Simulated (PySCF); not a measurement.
```xyz
7

O     -0.8002     1.4916    -0.2678
Al     0.0000     0.0000    -0.2493
O     -0.8747    -1.4266     0.0065
O      1.6748    -0.0650    -0.4866
H     -0.3472     2.3240    -0.4086
H     -1.8225    -1.4386     0.1454
H      2.1698    -0.8853    -0.4843
```

Charge 0, multiplicity 1.

### Question
Give the Mulliken and meta-Löwdin atomic charges from PySCF with PBE-D3(BJ)/def2-TZVP // B3LYP-D3(BJ)/def2-TZVP.

### Answer

| atom | Mulliken (e) | meta-Löwdin (e) |
|---|---|---|
| O1 | -0.51 | -0.77 |
| Al2 | 0.59 | 1.24 |
| O3 | -0.51 | -0.77 |
| O4 | -0.51 | -0.77 |
| H5 | 0.31 | 0.35 |
| H6 | 0.31 | 0.35 |
| H7 | 0.31 | 0.35 |
